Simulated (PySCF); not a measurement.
CCl3, SMILES Cl[C](Cl)Cl, multiplicity 2. Atoms are numbered in the order given.

```xyz
4

Cl    -1.4716    -0.8496    -0.0324
C      0.0000     0.0000     0.2758
Cl     1.4716    -0.8496    -0.0324
Cl     0.0000     1.6993    -0.0324
```
Charge 0, spin multiplicity 2.

Coordinates come from a B3LYP-D3(BJ)/def2-SVP optimisation. The isomer is the one that the SMILES or the coordinates give; other isomers of the formula were not compared.

Two levels are set side by side: PBE/pcH-1 (PySCF) and PBE0/pcH-1 (PySCF). Contact hyperfine couplings, same geometry. Differences are taken from unrounded values.

```csv
quantity,PBE0,PBE,PBE minus PBE0
"A(iso) of 35Cl, atom Cl1 (MHz)",16.1,14.4,-1.7
"A(iso) of 13C, atom C2 (MHz)",384.7,363.6,-21.1
"A(iso) of 35Cl, atom Cl3 (MHz)",16.1,14.4,-1.7
"A(iso) of 35Cl, atom Cl4 (MHz)",16.1,14.4,-1.7
```

Rough cost on one machine, each run with all the roots and properties that it gave: PBE0 against PBE within a factor of 2.
